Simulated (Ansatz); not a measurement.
C3H6NO (SMILES [CH2]N(C)C=O), doublet, at a GFN2-xTB geometry; HF/pcseg-1 run with Ansatz (a program for electronic structure).

The Ansatz input:
Ansatz 0.2 input:
```yaml
crystal:
  periodic: [false, false, false]
  atoms:
    - {symbol: C, position_ang: [-0.57340588, -1.04248401, -0.84747629]}
    - {symbol: N, position_ang: [0.22580332, -0.27232099, -0.07484776]}
    - {symbol: C, position_ang: [1.57408486, -0.72022017, 0.18317111]}
    - {symbol: C, position_ang: [-0.22793319, 0.90634106, 0.45338122]}
    - {symbol: O, position_ang: [-1.34568634, 1.34977580, 0.28262936]}
    - {symbol: H, position_ang: [-0.19354223, -1.95873990, -1.24751590]}
    - {symbol: H, position_ang: [-1.57037703, -0.70052078, -1.03182152]}
    - {symbol: H, position_ang: [1.56102399, -1.68796428, 0.68836733]}
    - {symbol: H, position_ang: [2.08952465, 0.00057103, 0.81554840]}
    - {symbol: H, position_ang: [2.12384536, -0.82477924, -0.75424729]}
    - {symbol: H, position_ang: [0.53791799, 1.41765245, 1.05811220]}
basis:
  gaussian:
    orbitals: pcseg-1.json
hamiltonian:
  xc: hf
magnetization: {spin_polarized: true, initial_magnetization: 1}
```
The basis file holds pcseg-1 in the JSON format of the Basis Set Exchange.

Problem. Predict the main parts of the log of this Ansatz run.

Solution. 
```
Functional definition: HF
1057 factors; integrals over basis functions are off by at most 1.3e-3 eV
mean field evaluation 1: about -6697.9002 eV, gradient 2.8e1 eV
mean field evaluation 2: about -6698.0788 eV, gradient 2.8e1 eV
mean field evaluation 4: about -6702.0121 eV, gradient 4.0e0 eV
mean field evaluation 8: about -6702.2057 eV, gradient 3.8e-1 eV
mean field -6702.20865532 eV, -246.3016251629 hartree, gradient 7.4e-5 eV, S^2 0.772101; 0 other end points of the search recorded, 0 dependent functions left out
reference -6702.20865532 eV, -246.3016251629 hartree; 20, 19 occupied and 80, 81 virtual orbitals, 1057 factors
Total energy: -6702.20865532 eV, -246.3016251629 hartree
```
